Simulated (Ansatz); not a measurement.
ZrF2Cl2 (ZrCl2F2). The state is a singlet with charge 0. Geometry r2SCAN-D4/def2-SVP; atoms count from 1.

Cartesian coordinates in Å:
```
Zr -0.041 0.048 -0.064
F 0.757 1.379 -1.142
F -1.856 -0.112 -0.567
Cl 0.092 0.682 2.187
Cl 1.049 -1.996 -0.414
```

In the def2 sets Zr takes a core potential; there is no spin–orbit coupling.

Estimate the Mulliken populations from the PBE0/def2-TZVP orbitals of Ansatz.


| atom | charge (e) | d electrons |
| --- | --- | --- |
| Zr1 | 1.59 | 1.81 |
| F2 | -0.43 | – |
| F3 | -0.43 | – |
| Cl4 | -0.37 | – |
| Cl5 | -0.37 | – |
Mulliken values and Mayer orders depend strongly on the basis.

And the Mayer bond orders between bonded heavy atoms (over 0.3)?

Zr1–F2 0.95 (1.89 Å); Zr1–F3 0.95 (1.89 Å); Zr1–Cl4 1.06 (2.34 Å); Zr1–Cl5 1.06 (2.34 Å).
